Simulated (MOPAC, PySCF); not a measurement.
C3H4Si, SMILES `C([SiH]=C)#C`, neutral singlet in the gas phase. 

Cartesian coordinates (Å):
SMILES: C([SiH]=C)#C
```xyz
8

C      2.3227     0.7522    -0.1912
C      1.1276     0.5948    -0.1260
Si    -0.6598     0.4002    -0.0338
C     -1.4184    -1.0985     0.2083
H      3.3791     0.8843    -0.2476
H     -1.3934     1.6697    -0.1893
H     -2.4975    -1.1827     0.2594
H     -0.8604    -2.0201     0.3202
```
Charge 0, spin multiplicity 1.

All levels are single points at this geometry (PBE0-D3(BJ)/def2-TZVP); Pople sets use spherical d functions. Orbital energies aren't observables, and empty levels follow the basis.

```
level                            HOMO (eV)  LUMO (eV)  gap (eV)  dipole (D)  vertical IE, Delta-SCF (eV)
-------------------------------  ---------  ---------  --------  ----------  ---------------------------
PBE0-D3(BJ)/def2-TZVP in PySCF       -6.50      -1.60      4.90        1.25                            –
ωB97X-D3(BJ)/def2-TZVP in PySCF      -8.69       0.40      9.10        1.49                            –
B3LYP/3-21G in PySCF                 -6.17      -1.23      4.94        0.71                            –
B3LYP/6-311+G** in PySCF             -6.33      -1.79      4.54        1.20                            –
B3LYP/LANL2DZ in PySCF               -6.38      -1.59      4.79        0.76                            –
M06-2X/6-31G* in PySCF               -7.30      -0.40      6.90        1.08                            –
PBE/6-31G* in PySCF                  -5.33      -2.02      3.31        0.86                         8.31
SVWN5/6-31G* in PySCF                -5.46      -2.19      3.27        0.83                         8.56
HF/3-21G in PySCF                    -8.35       2.26     10.61        1.17                            –
HF/6-31G* in PySCF                   -8.25       2.21     10.46        1.48                         6.85
PM3 in MOPAC                         -8.42      -0.59      7.83        0.13                            –
PM6 in MOPAC                         -8.06      -0.37      7.69        2.62                            –
PM7 in MOPAC                         -9.45      -1.12      8.33        0.62                            –
```
